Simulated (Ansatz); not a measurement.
Basis-set extrapolation for CH$_{7}$ClOSi$_{2}$, SMILES `O[SiH2][SiH2]CCl` (PBE0-D4/def2-TZVP geometry, frozen core, the Gaussian-basis code of Ansatz). Multiplicity 1, RHF reference.

```csv
,def2-TZVPP,def2-QZVPP
HF,-1154.298750,-1154.335273
MP2 correlation,-0.852538,-0.922184
CCSD(T) correlation,-0.951718,not run
```

Energies in hartree. Use E(X) = E(∞) + A·exp(−7.88·√X) for Hartree–Fock and E(X) = E(∞) + B·X^(−2.97) for correlation, with X = 3 and 4, and add CCSD(T) minus MP2 of the smaller set to the MP2 limit.

Task: What is the CCSD(T) energy at the basis-set limit?

Result: HF limit: -1154.335273 + (-0.036523) × 0.13774 = -1154.34030. MP2 limit: -0.922184 + (-0.069646) × 0.74074 = -0.97377. Higher-order term: -0.951718 − (-0.852538) = -0.09918. Total: -1155.41325 hartree, 102.1 kcal/mol below CCSD(T)/def2-TZVPP.
